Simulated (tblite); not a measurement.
Species: C₇H₁₅P.
Numbering: `[CH3:1][CH2:2][CH2:3][P:4]1[CH2:5][C@H:6]1[CH2:7][CH3:8]` (hydrogens: H9, H10, H11 on C1; H12, H13 on C2; H14, H15 on C3; H16, H17 on C5; H18 on C6; H19, H20 on C7; H21, H22, H23 on C8)

Cartesian coordinates in Å at the GFN2-xTB level; atoms count from 1:
```
atom  x, y, z in Å
C1    -2.452    1.301    0.273
C2    -2.895   -0.070   -0.216
C3    -1.773   -1.100   -0.117
P4    -0.337   -0.680   -1.247
C5     0.995   -1.612   -0.375
C6     0.921   -0.159    0.010
C7     2.049    0.756   -0.407
C8     3.256    0.589    0.513
H9    -1.603    1.649   -0.314
H10   -2.156    1.258    1.319
H11   -3.259    2.024    0.174
H12   -3.221    0.006   -1.257
H13   -3.749   -0.413    0.375
H14   -2.149   -2.079   -0.433
H15   -1.425   -1.186    0.915
H16    1.839   -1.913   -0.983
H17    0.704   -2.359    0.354
H18    0.541    0.053    1.007
H19    2.336    0.528   -1.436
H20    1.710    1.794   -0.378
H21    2.985    0.827    1.540
H22    4.064    1.249    0.208
H23    3.616   -0.437    0.484
```

Level: GFN2-xTB in tblite, geometry and Hessian alike; calculated harmonic values, unscaled, isolated species. The method is semi-empirical: single wavenumbers can be off by several per cent or more. One conformer, not necessarily the lowest.

Harmonic wavenumbers (cm⁻¹): 42.4, 79.9, 94.9, 134.7, 162.9, 204.0, 233.7, 261.2, 285.3, 329.8, 408.0, 439.7, 662.9, 696.9, 718.4, 786.6, 817.7, 829.8, 852.4, 876.8, 938.3, 944.7, 1001.2, 1004.4, 1035.8, 1040.3, 1061.8, 1089.4, 1116.1, 1152.9, 1181.4, 1196.9, 1235.6, 1242.0, 1276.1, 1301.2, 1343.1, 1347.6, 1411.0, 1411.1, 1417.1, 1442.5, 1488.4, 1489.7, 1498.4, 1501.0, 1501.8, 1505.5, 2932.4, 2942.5, 2953.4, 2959.0, 2973.3, 2974.9, 2989.8, 3015.2, 3025.8, 3028.6, 3034.6, 3037.5, 3038.8, 3041.2, 3055.8.

A = 2953, B = 910.4, C = 781.9 MHz; mass 130.091 u (most abundant isotopes); point group C1, symmetry number 1.

Q: Zero-point energy?

A: Half the sum of the wavenumbers: 44548 cm⁻¹ = 532.92 kJ/mol.

Q: What is S at 298.15 K and 1 bar for an ideal gas of classical rigid rotors and harmonic oscillators?

A: Translation 169.57, rotation 123.07, vibration 130.56: S = 423.2 J/(mol K).

Q: And Cp and H(298.15 K) − H(0)?

A: Cp = 168.72 J/(mol K), of which vibrations give 135.46 (their classical limit is 63 R = 523.8); H(298.15 K) − H(0) = 30.35 kJ/mol without the zero-point energy, 20.43 from vibrations.

Q: Blend soft modes into free rotors: weight 1/[1 + (100 cm⁻¹/ν̃)⁴] for the oscillator and the rest for a rotor with moment μB/(μ + B), μ = h/(8π²ν), B = 10⁻⁴⁴ kg m². What vibrational entropy results?

A: 120.53 J/(mol K) in place of 130.56, which changes −T·S at 298.15 K by +2.99 kJ/mol.

Q: How do the functions run with temperature in this model?

A: 
```
T (K)  S (J/(mol K))  Cp (J/(mol K))  H − H(0) (kJ/mol)  G − H(0) (kJ/mol)  ln q(vib)
  100          295.2            83.6               5.67             -23.85       1.86
  200          365.7           123.6              16.07             -57.08       4.72
  300          424.2           169.6              30.66             -96.62       7.51
  500          533.6           263.3              74.27            -192.52      13.05
  800          680.0           359.1             168.83            -375.15      21.25
 1000          764.9           401.9             245.14            -519.80      26.48
```

q(vib) and H(0) count from the zero-point level.

Hindered rotation and anharmonicity are outside this model. Other conformers, if any are populated, would add a mixing term that is left out. The structure is chiral; the term R ln 2 for an equal mix with its mirror image is left out.
